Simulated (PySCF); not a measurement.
## Ionising GeCl

PBE0; Ge cc-pVTZ-PP with ECP10, Cl cc-pV(T+d)Z; scalar-relativistic core potentials (PySCF 2.14). Neutral (UKS): doublet (π ↑), Re = 2.177 Å, ωe = 402 cm⁻¹, De = 4.11 eV, HOMO -5.14 eV, LUMO -3.10 eV.

GeCl⁺ (UKS): singlet (closed shell), Re = 2.061 Å, ωe = 506 cm⁻¹, De = 4.67 eV to Ge⁺ + Cl. The energies at the minima are -754.64758 hartree for GeCl and -754.37826 for GeCl⁺.

Task: Work out the adiabatic ionisation energy, without and with harmonic zero-point energies (1 hartree = 27.2114 eV, 1 eV = 8065.5 cm⁻¹), and the change of the bond length.

Result: At PBE0: 0.26932 hartree = 7.329 eV between the minima; the zero-point term (506.0 − 402.0)/2 cm⁻¹ = +0.006 eV makes it 7.335 eV. Re changes by -11.6 pm against the neutral. The electron leaves a π orbital, and the shorter bond of the ion fits an antibonding orbital, or a change in how ionic the bond is.

For an ion De counts to the pair picked by the measured ionisation energies or electron affinities, which need not be the lowest pair at this level. States were picked by a PBE0 search and need not be the measured ground states.
